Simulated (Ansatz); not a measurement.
Born–Oppenheimer molecular dynamics of C2H8AlF2N (14 atoms, charge 0, multiplicity 1). It starts from a rough guess of a transition structure, not a stationary point.

The calculation used UKS PBE/STO-3G in Ansatz 0.2.0.

| Item | Value |
| --- | --- |
| ensemble | NVE (velocity Verlet) |
| time step | 0.5 fs |
| steps asked | 150 |
| starting velocities drawn for | 100 K |
| seed | 743007 |

First frame:

```xyz
14
Properties=species:S:1:pos:R:3
Al -0.401 -0.894 1.291
C -1.107 1.211 0.734
F -1.458 -2.004 0.696
F 0.162 -0.970 2.836
H 0.021 0.583 0.188
N 1.036 -0.178 -0.263
C 0.994 -0.561 -1.663
H -1.599 1.331 1.708
H -1.905 1.122 -0.003
H -0.615 2.173 0.577
H 1.955 0.166 -0.009
H 0.001 -0.949 -1.886
H 1.728 -1.335 -1.899
H 1.187 0.305 -2.307
```

Q: How far do the bonds stretch over the last three quarters of this one trajectory? (Pairs bonded in most of those frames.)

A: 
```tsv
bond	mean (Å)	spread (Å)	shortest	longest
Al1–C2	1.966	0.100	1.79	2.07
Al1–F3	1.676	0.052	1.60	1.76
Al1–F4	1.679	0.061	1.58	1.77
Al1–N6	2.188	0.135	1.98	2.34
C2–H8	1.106	0.019	1.07	1.14
C2–H9	1.107	0.014	1.08	1.14
C2–H10	1.112	0.029	1.07	1.16
H5–N6	1.075	0.043	0.99	1.14
N6–C7	1.542	0.068	1.45	1.66
N6–H11	1.076	0.053	0.99	1.16
C7–H12	1.110	0.011	1.09	1.13
C7–H13	1.109	0.026	1.07	1.15
C7–H14	1.111	0.014	1.09	1.14
```

Mean temperature of the second half: 877 K. The conserved energy stayed within 0.41 meV per atom of its start (net change -0.36 meV per atom), so the integration is sound. The system heated up, since it started high on the potential surface and ran downhill. A run of 0.075 ps of so small a system gives no equilibrium averages. The orbitals stay closed-shell, which can raise the energy where a bond breaks towards radicals; this wasn't checked here. Limits of this set-up: minimal basis.

The run took 10 min on 1 CPU thread of a shared host.
